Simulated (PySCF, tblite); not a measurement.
Isomers of C3H11NO2Si3. Computed values, GFN2-xTB/tblite, gas phase, harmonic and unscaled. The method is semi-empirical: single wavenumbers can be off by several per cent or more. Modes of hydrogen on silicon can be 10 to 20 % off. One conformer each.

Electronic energies: PBE0/pcSseg-1 single points on the GFN2-xTB geometries (PySCF, gas phase).

| SMILES | electronic energy, lowest = 0 (kcal/mol) |
| --- | --- |
| O=C[C@H]1C[SiH2]N([SiH3])[SiH2]O1 | 0.0 |
| C[C@]1(C=O)O[SiH2]N([SiH3])[SiH2]1 | 3.5 |
| C=C(C=O)O[SiH2]N([SiH3])[SiH3] | 20.9 |
| O=C[C@@H]1C[Si@@H](N([SiH3])[SiH3])O1 | 16.8 |

Q: How do GFN2-xTB zero-point energies change the relative energies?

A: 
| SMILES | ZPE (kcal/mol) | of it from modes above 1550 cm⁻¹ | electronic (kcal/mol) | with ZPE, lowest = 0 (kcal/mol) | lowest mode (cm⁻¹) | rings |
| --- | --- | --- | --- | --- | --- | --- |
| O=C[C@H]1C[SiH2]N([SiH3])[SiH2]O1 | 81.9 | 41.8 | 0.0 | 0.0 | 32 | 1 |
| C[C@]1(C=O)O[SiH2]N([SiH3])[SiH2]1 | 81.6 | 42.1 | 3.5 | 3.2 | 15 | 1 |
| O=C[C@@H]1C[Si@@H](N([SiH3])[SiH3])O1 | 81.2 | 42.0 | 16.8 | 16.1 | 21 | 1 |
| C=C(C=O)O[SiH2]N([SiH3])[SiH3] | 79.3 | 43.6 | 20.9 | 18.2 | 32 | 0 |

The zero-point energies span 2.6 kcal/mol, from `C=C(C=O)O[SiH2]N([SiH3])[SiH3]` to `O=C[C@H]1C[SiH2]N([SiH3])[SiH2]O1`. The order is unchanged.

Q: And how do the electronic energies of GFN2-xTB itself compare?

A: `O=C[C@H]1C[SiH2]N([SiH3])[SiH2]O1` 4.2; `C[C@]1(C=O)O[SiH2]N([SiH3])[SiH2]1` 0.0; `O=C[C@@H]1C[Si@@H](N([SiH3])[SiH3])O1` 25.6; `C=C(C=O)O[SiH2]N([SiH3])[SiH3]` 15.8 kcal/mol, lowest = 0. Against the energies above, taken from the same isomer `O=C[C@H]1C[SiH2]N([SiH3])[SiH2]O1`, the largest difference is 9.3 kcal/mol.
